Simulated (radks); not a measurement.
Results of a calculation; reference values are marked as such.
Os+, 75 electrons, occupied as [Xe] 4f14 5d6 6s0.5 5f0.5 (fractional occupations, a model configuration).

Level of theory: Dirac Kohn-Sham, LDA (Slater exchange, Perdew-Zunger correlation), spin-unpolarised, spherical densities, finite nucleus; open shells are shared between the two j in proportion to 2j + 1; Fermi nuclear charge, rms radius 5.4126 fm (a radial shooting solver on a logarithmic mesh with Libxc functionals).

Energy parts (Ry):
part                       energy
total                 -34536.3032
kinetic                39171.3556
electron-nucleus      -86474.0770
Hartree                13427.4946
exchange-correlation    -661.0764

Orbitals (lengths in bohr, moments of r in powers of bohr; r(90%) holds 90 % of the orbital's charge):
orbital      occ.  eigenvalue (Ry)   <1/r>  r(90%)      <r>       <r^4>  small-component weight
1s1/2           2        -5415.807   90.34  0.0324  0.01775   5.138e-07                8.25e-02
2s1/2           2        -943.3707   22.07   0.116  0.07431  0.00007603                1.88e-02
2p1/2           2        -903.7651   22.05   0.102  0.06132  0.00004549                1.89e-02
2p3/2           4        -791.3502   18.31   0.113  0.06951  0.00006785                1.69e-02
3s1/2           2        -220.1131   8.102   0.285   0.1936    0.002793                6.21e-03
3p1/2           2        -202.2983   8.023   0.276   0.1836    0.002450                6.17e-03
3p3/2           4        -177.7906   7.051   0.297   0.1987    0.003292                5.60e-03
3d3/2           4        -147.7467   6.950   0.270   0.1735    0.002212                5.50e-03
3d5/2           6        -142.4330   6.723   0.276   0.1781    0.002420                5.34e-03
4s1/2           2        -47.03832   3.418   0.621   0.4320     0.06459                2.08e-03
4p1/2           2        -39.55459   3.310   0.634   0.4358     0.06982                1.99e-03
4p3/2           4        -33.77984   2.970   0.683   0.4697     0.09380                1.77e-03
4d3/2           4        -21.45244   2.761   0.723   0.4827      0.1170                1.57e-03
4d5/2           6        -20.38257   2.680   0.740   0.4941      0.1283                1.51e-03
4f5/2           6         -4.76184   2.258   0.902   0.5525      0.3128                1.12e-03
4f7/2           8         -4.55533   2.226   0.916   0.5607      0.3340                1.10e-03
5s1/2           2         -7.54315   1.352    1.44    1.006       1.898                4.91e-04
5p1/2           2         -5.22482   1.223    1.60    1.098       2.842                4.11e-04
5p3/2           4         -4.31611   1.101    1.75    1.200       4.082                3.49e-04
5d3/2         2.4         -1.31538  0.7735    2.63    1.693       20.89                1.77e-04
5d5/2         3.6         -1.23280  0.7445    2.73    1.755       24.27                1.65e-04
5f5/2    0.214286         -0.15036  0.1130    14.6    10.11       18890                2.83e-06
5f7/2    0.285714         -0.15034  0.1129    14.6    10.11       18900                2.83e-06
6s1/2         0.5         -1.15946  0.4722    3.91    2.693       100.3                7.12e-05

The highest occupied level is 5f7/2 at -2.046 eV. Summed over all electrons, <r^2> = 104.5 bohr^2, which gives a Langevin (diamagnetic) susceptibility term of -82.8 x 10^-6 cm^3/mol. The electron density at the nucleus is 1.668e+06 e/bohr^3. The density falls to 0.001 e/bohr^3 at r = 3.96 bohr.
